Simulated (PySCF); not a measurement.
Computed properties of Ga(Br)2(OH) (Br2GaHO), SMILES [Ga]([OH])([Br])[Br]

Ga(Br)2(OH) (Br₂GaHO), SMILES [OH][Ga]([Br])[Br]. The structure is a stationary point at PBE0-D3(BJ)/def2-SVP. The structure was generated by enumeration; whether it is a known compound was not checked. One conformer was computed; it need not be the lowest. All values are computed for the isolated molecule unless a solvent is named; none is compared with measurement here.

**Structure.** The optimised structure has Cs symmetry. All 9 harmonic modes at PBE0-D3(BJ)/def2-SVP (PySCF) are real, so it is a minimum. With heavy atoms numbered as in [Ga:1]([Br:2])([Br:3])[OH:4], the shortest bond between them is Ga1–O4 at 1.767 Å and the longest Ga1–Br2 at 2.273 Å.

**Vibrations.** The strongest infrared lines (harmonic, unscaled, degenerate partners summed) lie at 350 cm⁻¹ (114 km/mol, H 91 %, O 8 %), 733 cm⁻¹ (107 km/mol, O 80 %, Ga 19 %), 3899 cm⁻¹ (104 km/mol, H 94 %). The softest mode is at 87 cm⁻¹ and the zero-point energy is 9.7 kcal/mol.

**Electronic structure.** B3LYP/def2-TZVP (PySCF) places the frontier levels at -8.44 and -2.11 eV, a gap of 6.33 eV, and gives a dipole moment of 1.31 D and a mean polarisability of 69.1 bohr³. PBE/def2-TZVP (PySCF) at the same geometry gives -7.41 and -2.68 eV, so its gap is 1.60 eV narrower. An orbital gap is neither the optical nor the fundamental gap.

**Excitations.** TDDFT-B3LYP/def2-SVPD (PySCF) has S1 at 5.20 eV (238 nm, f = 0.021, weak); the most intense of the 10 singlets computed lies at 7.03 eV (f = 0.23). T1 (TDA) is at 4.85 eV. TDDFT-PBE/def2-SVPD (PySCF) puts S1 at 4.78 eV. No vertical singlet excitation falls in the visible range (under 3.1 eV).

**NMR.** GIAO shifts at B3LYP/pcSseg-1 (PySCF) (non-relativistic, atoms alike by connectivity averaged): ¹H at 3.4 ppm against TMS. Without spin–orbit terms, shifts of atoms bonded to Cl or Br come out too high.
